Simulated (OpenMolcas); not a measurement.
Mo4+ (d2) among equal point charges was computed by CASSCF with the d shell active (OpenMolcas, ANO-RCC-VDZP on the metal). Its lowest spin-free states, and all those of the highest spin:

```csv
2S+1,Degeneracy,E (cm-1)
3,1,0.0
3,3,3364
3,3,5901
1,2,12676
1,3,15684
3,3,17153
1,1,19400
1,3,20581
1,2,22574
1,3,23089
1,1,47603
```

Task: Is the site octahedral, tetrahedral or cube-like, axial, or of lower symmetry?

Result: The states with 2S+1 = 3 have orbital degeneracies 1, 3, 3, 3. Threefold states need a cubic site. For d2 at this spin an octahedron puts the threefold T1 below the threefold T2 and a tetrahedron or cube puts the single A2 below the threefold T2, so the site is a tetrahedron or a cube, which this pattern cannot tell apart. The first gap at this spin, 3360 cm-1, is |10Dq| in ligand-field theory. The run had Mo4+ among 8 point charges of -1.2 e arranged as a cube (Oh), 2.29 Å from the ion.

Without dynamic correlation the repulsion within the d shell is too large (B by tens of per cent), so at a given field states of lower spin stand too high. This is an electrostatic model: the charges have no orbitals. No measured value stands beside these numbers.
